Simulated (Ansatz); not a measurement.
`O=C[SiH2]F` + `[OH][GeH3]` → `F[SiH2][O][GeH3]` + `C=O`  (ligand exchange at the Si–C bond)

Gas-phase electronic energies from Ansatz, PBE0-D4/def2-TZVP geometries. CCSD(T)/CBS is the MP2 limit (def2-TZVPP, def2-QZVPP) plus CCSD(T) − MP2 in def2-TZVPP, frozen cores. This one scheme is used for every species. Functionals use def2-TZVPP. For Ge outer-core shells are correlated without core-valence functions, which leaves a few kJ/mol of doubt a bond. Scalar relativity is left out up to krypton. Each species was taken in one conformer, which may not be the lowest.

Task: Is it downhill or uphill in electronic energy at CCSD(T)/CBS, and by how much? (Best estimate.)

Result: Computed: Downhill: ΔE = -36.5 kcal/mol.

Task: What do these levels give: r2SCAN0-D4, ωB97X-V, BLYP, SCS-MP2/def2-TZVPP, MP2/CBS(def2), CCSD/CBS(def2)? (Best estimate.)

Result: Computed: r2SCAN0-D4 -36.7, ωB97X-V -35.7, BLYP -33.1, SCS-MP2/def2-TZVPP -38.0, MP2/CBS(def2) -37.4, CCSD/CBS(def2) -37.2 kcal/mol.

Task: What do rigid-rotor, harmonic-oscillator terms from PBE0-D4/def2-TZVP frequencies (298.15 K, 1 bar) make of the CCSD(T)/CBS value? (An estimate is asked.)

Result: Computed: ΔZPE = +0.5 kcal/mol, ΔH = -36.0 kcal/mol, ΔS = -4 J/(mol·K), ΔG = -35.6 kcal/mol. Modes under 50 cm⁻¹ make the entropy rough.

Largest T1 diagnostic among the species: 0.015.

From BLYP to BHLYP (50 % exact exchange), in def2-TZVPP and without D4, ΔE moves by −5.0 kcal/mol. The D4 term adds −0.8 kcal/mol with B3LYP and −0.5 kcal/mol with PBE0; it sums over pairs of atoms, weighted by their polarisabilities, and B3LYP, whose exchange is more repulsive, gets the larger term.

B3LYP here is the variant with VWN-RPA as its local correlation; programs differ in this.
